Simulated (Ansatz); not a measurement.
Basis-set extrapolation for AlH₈NSSi₂, SMILES `[SiH3][N]([SiH3])[AlH][SH]` (PBE0-D4/def2-TZVP geometry, frozen core, the Gaussian-basis code of Ansatz). Multiplicity 1, RHF reference.

```
                       def2-TZVPP    def2-QZVPP
                 HF  -1276.618341  -1276.658352
    MP2 correlation     -0.719773     -0.774830
CCSD(T) correlation     -0.821590       not run
```

Energies in hartree. Use E(X) = E(∞) + A·exp(−7.88·√X) for Hartree–Fock and E(X) = E(∞) + B·X^(−2.97) for correlation, with X = 3 and 4, and add CCSD(T) minus MP2 of the smaller set to the MP2 limit.

What is the CCSD(T) energy at the basis-set limit?

HF limit: -1276.658352 + (-0.040011) × 0.13774 = -1276.66386. MP2 limit: -0.774830 + (-0.055057) × 0.74074 = -0.81561. Higher-order term: -0.821590 − (-0.719773) = -0.10182. Total: -1277.58129 hartree, 3.85 eV below CCSD(T)/def2-TZVPP.
